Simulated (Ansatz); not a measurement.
Start from `[NH2][Nb](=[O])([OH])[F]` and change one atom or group to get `[NH2][Nb](=[O])([OH])[OH]`.

Ansatz, PBE0-D4/def2-TZVP geometries, multiplicity 1. Each molecule was computed in one conformer, which needn't be the lowest.

Elements past krypton have def2 core potentials.

```csv
property,`[NH2][Nb](=[O])([OH])[F]`
HOMO–LUMO gap (B3LYP/def2-TZVPP) / eV,6.63
size of the dipole moment (B3LYP/def2-TZVPP) / D,3.03
HOMO–LUMO gap (ωB97M-V/def2-TZVPP) / eV,11.33
LUMO energy (ωB97M-V/def2-TZVPP) / eV,0.68
LUMO energy (PBE/def2-TZVPP) / eV,-2.02
LUMO energy (B3LYP/def2-TZVPP) / eV,-1.43
```

Question: Give the same properties after the change, and the shifts. (Best estimate.)

Answer: The calculation gave: 
| property | `[NH2][Nb](=[O])([OH])[OH]` | shift |
| --- | --- | --- |
| HOMO–LUMO gap (B3LYP/def2-TZVPP) / eV | 6.80 | 0.17 |
| size of the dipole moment (B3LYP/def2-TZVPP) / D | 5.48 | 2.45 |
| HOMO–LUMO gap (ωB97M-V/def2-TZVPP) / eV | 10.85 | -0.48 |
| LUMO energy (ωB97M-V/def2-TZVPP) / eV | 0.44 | -0.24 |
| LUMO energy (PBE/def2-TZVPP) / eV | -1.59 | 0.43 |
| LUMO energy (B3LYP/def2-TZVPP) / eV | -1.02 | 0.41 |

With PBE0 the HOMO rises by 0.24 eV and the LUMO rises by 0.41 eV, so the gap widens by about 0.17 eV. PBE moves the HOMO by 0.22 eV and ωB97M-V by 0.25 eV. Dipoles are sizes alone; their direction can turn.

B3LYP here is the variant with VWN-RPA as its local correlation; programs differ in this.
